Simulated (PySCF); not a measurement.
**A barrier at the coupled-cluster level**

Start structure (ZnH$_{2}$Cl$_{2}$, closed shell), relaxed at PBE0-D4/def2-TZVP:

Zn1  (-0.310, -0.590, -0.768)
Cl2  (0.392, -2.315, 0.176)
Cl3  (-1.057, 1.053, -1.819)
H4  (0.648, 0.657, 1.416)
H5  (0.391, 1.266, 1.060)
(Å)

The step: ZnCl₂ + H₂ → ZnHCl ([Cl][ZnH]) + HCl; bonds formed: Zn1–H5, Cl2–H4; bonds broken: Zn1–Cl2, H4–H5. PySCF 2.14 with density fitting (its default auxiliary sets; JK sets also for MP2 and CCSD(T)); basis: def2-TZVPP and def2-QZVPP; cores frozen in the correlated methods. The 3s and 3p shells of Cu and Zn are frozen; filled d shells are correlated. Extrapolation: Hartree–Fock as exp(−7.88 √X), correlation as X^−2.97. Energies below are by CCSD(T) at an estimated basis limit (MP2 extrapolated from triple and quadruple zeta, plus CCSD(T) − MP2 in triple zeta).

**Question.** What are the electronic barrier and the energy of the step, from the start structure to the end structure? (To be estimated.)

**Answer.** By the calculation: Barrier 158.0 kJ/mol; step energy 98.8 kJ/mol (uphill); reverse barrier, their difference, 59.2 kJ/mol. Barrier and step energy count from the start structure, the reverse barrier from the end structure.

The saddle point: One imaginary mode of 954i cm⁻¹.
```csv
pair,start (Å),saddle (Å),end (Å)
Zn1–H5,2.70,1.66,1.53
Cl2–H4,3.23,1.54,1.28
Zn1–Cl2,2.09,2.45,2.92
H4–H5,0.75,1.12,3.19
```

Zero-point energy (harmonic, PBE0-D4): ZPE is 38.3 kJ/mol at the start and 36.8 kJ/mol at the saddle, so the barrier goes from 158.0 to 156.5 kJ/mol.

No T1 diagnostic of these runs exceeds 0.014.

Labels in which every atom is bracketed show which atoms are joined, not bond orders.

For scale, one of the runs: CCSD(T)/def2-TZVPP, 176 basis functions, launched by `OMP_NUM_THREADS=4 python run.py`. Time: 4.6 min of wall clock on 4 CPU threads of an Arm Neoverse V1; the host was shared. Peak host memory: 1.8 GiB.
